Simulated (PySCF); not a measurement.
PdSBr₂, singlet: molecular constants

Method: B3LYP in PySCF with Pd def2-SVP with ECP28, S def2-SVP, Br def2-SVP; scalar-relativistic core potentials, no spin–orbit coupling; density-fitted integrals.

The structure is a minimum.

Coordinates in bohr (charge 0 multiplicity 1):
```
Pd    0.0000    0.0000   -0.5043
S     0.0000    0.0000   -4.4604
Br   -4.1184    0.0000    1.2419
Br    4.1184    0.0000    1.2419
```

| Property | Result |
| --- | --- |
| Point group | C2v |
| Bond lengths | Pd–Br 2.367 Å (×2), Pd–S 2.094 Å |
| Bond angles | Br–Pd–Br 134.0°, Br–Pd–S 113.0° (×2) |
| Dipole moment | 0.84 D |
| Rotational symmetry number | 2 |
| Enthalpy at 298.15 K above 0 K | 19.20 kJ/mol |
| Atomisation energy without zero-point energy | 595 kJ/mol |
| Rotational constants | 0.06641, 0.02249, 0.0168 cm⁻¹ |
| Principal polarisabilities | 47.1, 109.2, 128.9 bohr³ |
| Heat capacity Cp at 298.15 K | 77.9 J/(mol K) |
| Zero-point energy | 7.3 kJ/mol |
| Highest occupied level | -7.30 eV |
| Lowest empty level | -5.83 eV |
| Principal quadrupole moments (Buckingham, traceless) about the centre of mass | -4.65, 0.24, 4.41 D Å |
| Entropy at 298.15 K and 1 bar | 370.4 J/(mol K) |

Harmonic modes (masses in u: Pd 105.903, S 31.972, Br 78.918):
| symmetry | ω (cm⁻¹) | IR (km/mol) | μ (u) | type |
| --- | --- | --- | --- | --- |
| b1 | 50 | 0.3 | 70.26 | bend |
| a1 | 68 | 0.2 | 74.69 | bend |
| b2 | 109 | 0.9 | 38.84 | bend |
| a1 | 226 | 2.5 | 75.35 | stretch |
| b2 | 296 | 22.6 | 92.25 | stretch |
| a1 | 477 | 6.1 | 38.65 | stretch |

In C2v the vibrations span b1 + 3a1 + 2b2. Here b1 is antisymmetric to the molecular plane and b2 lies in it.

Charges (e):
| atom | Mulliken | Löwdin | polar tensor | Mayer order to Pd1 |
| --- | --- | --- | --- | --- |
| Pd1 | 0.12 | -0.71 | 0.60 | – |
| S2 | 0.08 | 0.38 | -0.07 | 1.53 |
| Br3,4 | -0.10 | 0.16 | -0.27 | 0.92 |
Other Mayer orders above 0.3: S–Br 0.37 (×2).

Mulliken populations on Pd1 (electrons outside its core potential): s 2.58, p 6.46, d 8.84, f 0.00.

Outer orbital energies (eV). occupied: -10.60, -9.38, -8.96, -8.73, -8.62, -8.22, -7.81, -7.30; empty: -5.83, -5.30, -0.05, 0.59.

Only a few start shapes were tried, so a lower isomer may exist. The small gap makes a closed-shell description doubtful. At the minimum of this search the closed-shell solution is unstable towards spin polarisation, so a lower open-shell solution exists.

The final relaxation and frequency run took 58 s on 4 threads of a shared Arm Neoverse V2 host, with 113 basis functions and 14 gradients; the process peaked at 1.2 GiB.
